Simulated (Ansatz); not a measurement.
Consider the germylene formation by 1,1-elimination: `[OH][Ge]([OH])([SH])[SH]` → hydrogen peroxide + `[SH][Ge][SH]`.

Isolated molecules relaxed with PBE0-D4/def2-TZVP in Ansatz; ΔE leaves out vibrations. CCSD(T)/CBS adds triple-zeta CCSD(T) − MP2 to the extrapolated MP2 energy (def2 sets, frozen cores). This one scheme is used for every species. For Ge outer-core shells are correlated without core-valence functions, which leaves a few kJ/mol of doubt a bond. Scalar relativity is left out up to krypton. Each species was taken in one conformer, which may not be the lowest.

`[OH][Ge]([OH])([SH])[SH]`:

```xyz
9

O     0.254    0.113    1.812
Ge   -0.081   -0.001    0.081
O    -1.812   -0.134   -0.244
S     1.055   -1.811   -0.448
S     0.417    1.831   -1.034
H    -0.086    0.930    2.190
H    -2.180   -0.954    0.098
H     0.714   -1.708   -1.744
H     1.718    1.734   -0.712
```

`OO`:

Z-matrix (Å, degrees):
```
O
O 1 1.426
H 1 0.965 2 101.1
H 2 0.965 1 101.1 3 113.4
```

`[SH][Ge][SH]`:

```xyz
5

S     0.764    1.531    1.088
Ge    0.703   -0.692    0.807
S    -0.702   -0.701   -0.934
H    -0.065    1.901    0.096
H    -0.701   -2.039   -1.057
```

```csv
species,CCSD(T)/CBS(def2) energy (Eh)
`[OH][Ge]([OH])([SH])[SH]`,-3024.53341
`OO`,-151.44260
`[SH][Ge][SH]`,-2872.91296
```

Q: Work out ΔE.

A: ΔE = (-151.44260) + (-2872.91296) − (-3024.53341) = 0.17785 Eh = +466.9 kJ/mol.

Largest T1 diagnostic among the species: 0.014.

From PBE to PBE0 (25 % exact exchange), in def2-TZVPP and without D4, ΔE moves by +35.0 kJ/mol. The D4 term adds +14.4 kJ/mol with B3LYP and +8.2 kJ/mol with PBE0; it sums over pairs of atoms, weighted by their polarisabilities, and B3LYP, whose exchange is more repulsive, gets the larger term.

B3LYP here is the variant with VWN-RPA as its local correlation; programs differ in this.
